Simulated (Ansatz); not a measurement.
CH3Cl3NNb, SMILES `C[N]=[Nb]([Cl])([Cl])[Cl]`. Total charge 0; spin multiplicity 1. Nb: def2 effective core potential.

Cartesian coordinates in Å:
```
C 0.529 0.725 -1.371
N 0.073 0.096 -0.185
Nb -0.485 -0.665 1.256
Cl 0.024 0.767 2.969
Cl 0.644 -2.652 1.406
Cl -2.741 -0.953 0.992
H 0.013 1.678 -1.519
H 1.605 0.916 -1.310
H 0.337 0.086 -2.239
```

List the harmonic frequencies (cm⁻¹, unscaled) at PBE0-D4/def2-TZVP in Ansatz. (An estimate is asked.)

Ansatz gave: 61i, 92, 92, 100, 100, 127, 316, 316, 385, 441, 441, 654, 1098, 1098, 1372, 1438, 1464, 1464, 3029, 3105, 3105.

Is this a minimum?

No: 1 imaginary mode, so it is a saddle point.
